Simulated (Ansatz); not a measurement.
Consider the redistribution: `B[BH][GeH3]` + trimethylsilane → `C[SiH](C)[GeH3]` + `BBC`.

Gas-phase electronic energies from Ansatz, PBE0-D4/def2-TZVP geometries. CCSD(T)/CBS adds triple-zeta CCSD(T) − MP2 to the extrapolated MP2 energy (def2 sets, frozen cores). DFT in def2-TZVPP. B3LYP here is the variant with VWN-RPA as its local correlation; programs differ in this. For Ge outer-core shells are correlated without core-valence functions, which leaves a few kJ/mol of doubt a bond. Scalar relativity is left out up to krypton.

`B[BH][GeH3]`:

```xyz
9

B     1.439    0.613    0.727
B    -0.038    0.935    0.190
Ge   -0.978   -0.761   -0.570
H     1.631    0.215    1.843
H     2.391    0.623   -0.005
H    -0.684    1.937    0.145
H    -2.275   -1.009    0.222
H    -0.133   -2.045   -0.510
H    -1.352   -0.508   -2.043
```

`C[SiH](C)C`:

Z-matrix (Å, degrees):
```
C
Si 1 1.874
H 1 1.093 2 111.2
H 1 1.093 2 111.1 3 120.1
H 1 1.094 2 110.9 3 -119.9
C 2 1.874 1 110.3 3 -178.9
C 2 1.874 1 110.3 3 58.9
H 2 1.494 1 108.6 3 -60.0
H 6 1.093 2 111.1 1 179.0
H 6 1.094 2 110.9 1 -61.1
H 6 1.093 2 111.1 1 58.9
H 7 1.093 2 111.2 1 -58.8
H 7 1.094 2 110.9 1 61.1
H 7 1.093 2 111.1 1 -178.9
```

`C[SiH](C)[GeH3]`:

```xyz
14

C     0.146   -1.277    1.364
Si   -0.558   -0.131    0.057
C    -0.270   -0.816   -1.666
Ge    0.434    2.027    0.249
H    -0.037   -0.889    2.368
H    -0.312   -2.268    1.295
H     1.225   -1.394    1.238
H    -2.025    0.025    0.282
H    -0.733   -1.801   -1.771
H    -0.696   -0.159   -2.427
H     0.799   -0.921   -1.869
H    -0.120    3.006   -0.804
H     1.961    1.952    0.047
H     0.187    2.648    1.637
```

`BBC`:

Z-matrix (Å, degrees):
```
C
B 1 1.564
H 1 1.091 2 116.3
H 1 1.100 2 106.4 3 120.0
H 1 1.095 2 111.4 3 -126.3
B 2 1.639 1 128.0 3 -9.5
H 2 1.210 1 116.2 3 172.3
H 6 1.201 2 122.0 1 93.1
H 6 1.201 2 122.4 1 -89.2
```

```tsv
level	ΔE (kJ/mol)	difference from CCSD(T)/CBS
PBE-D4	-11.6	-2.4
B3LYP-D4	-11.9	-2.7
ωB97M-V	-9.6	-0.4
PBE	-11.6	-2.4
r2SCAN	-8.2	1.0
PBE0	-12.8	-3.6
B3LYP	-11.8	-2.6
HF/def2-TZVPP	-14.1	-4.9
MP2/def2-TZVPP	-8.8	0.4
SCS-MP2/def2-TZVPP	-9.9	-0.7
CCSD/def2-TZVPP	-9.5	-0.3
HF/def2-QZVPP	-13.9	-4.7
SCS-MP2/def2-QZVPP	-10.1	-0.9
HF/CBS(def2)	-13.9	-4.7
MP2/CBS(def2)	-9.3	-0.1
CCSD/CBS(def2)	-10.0	-0.8
CCSD(T)/CBS	-9.2	0
```

Largest T1 diagnostic among the species: 0.013.

In def2-TZVPP, CCSD(T) changes the Hartree–Fock value by +5.3 kJ/mol (the triples alone add +0.8 kJ/mol) and MP2 by +5.2 kJ/mol.
